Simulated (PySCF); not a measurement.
Si(F)(NHSiH3)3 (FH12N3Si4), SMILES [Si](N[SiH3])(F)(N[SiH3])N[SiH3].

Geometry: B3LYP-D3(BJ)/def2-SVP. Other conformers were not sampled.

Two levels are set side by side: PBE/def2-SVP (PySCF) and ωB97X/def2-SVP (PySCF). Same geometry, gas phase. Differences are taken from unrounded values.

```
quantity                      ωB97X    PBE  PBE minus ωB97X
---------------------------  ------  -----  ---------------
orbital gap (eV)              12.46   5.70            -6.76
highest occupied level (eV)  -10.05  -6.21             3.84
lowest empty level (eV)        2.41  -0.51            -2.92
dipole moment (D)              2.33   2.23            -0.10
mean polarisability (bohr³)   105.6  113.3              7.7
```

PBE's occupied levels lie high since its potential decays too fast outside the molecule; exact exchange lowers them and widens the gap. PBE's more diffuse valence density responds more strongly to a field. Differences between two approximate levels are no errors against the true value.

Rough cost on one machine, each run with all the roots and properties that it gave: ωB97X against PBE within a factor of 2.
